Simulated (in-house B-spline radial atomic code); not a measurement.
A radial electron density 4πr²n(r) was computed for an atom or ion in its tabulated ground configuration with an all-electron radial atomic-structure program (B-spline basis); method: Dirac-Hartree-Fock, average of configuration. Columns: r (bohr), 4πr²n(r) (electrons per bohr), bar.

```
 0.00125    1.474 #
 0.00148    1.989 #
 0.00176    2.695 ##
 0.00208    3.596 ##
 0.00246    4.779 ###
 0.00292     6.35 ####
 0.00346    8.351 #####
 0.00409    10.85 #######
 0.00485    14.01 #########
 0.00574    17.83 ############
  0.0068     22.4 ###############
 0.00805    27.64 ##################
 0.00953    33.43 ######################
  0.0113    39.58 ##########################
  0.0134    45.57 ##############################
  0.0158    50.68 #################################
  0.0187    54.56 ###################################
  0.0222    56.53 #####################################
  0.0263    56.25 ####################################
  0.0311     54.1 ###################################
  0.0368    51.08 #################################
  0.0436    48.82 ################################
  0.0517    49.15 ################################
  0.0612       53 ##################################
  0.0724    59.52 #######################################
  0.0858    65.89 ###########################################
   0.102     67.9 ############################################
    0.12    62.86 #########################################
   0.142    51.14 #################################
   0.169    37.14 ########################
     0.2    28.29 ##################
   0.237    27.17 ##################
    0.28    30.58 ####################
   0.332    31.84 #####################
   0.393     26.7 #################
   0.465    17.11 ###########
   0.551    8.023 #####
   0.652    2.676 ##
   0.772   0.5976 
   0.915   0.0831 
    1.08 0.007183 
    1.28 0.000313
```

**Question.** Which atom or ion is it?
A. Ru26+
B. Ru25+
C. Tc25+
D. Rh25+

**Answer.** B. The area under the curve, ∫4πr²n dr = ∫r·4πr²n d(ln r) on this logarithmic grid, is 19 electrons, which only this option has. The configuration is [Ar] 3d1.
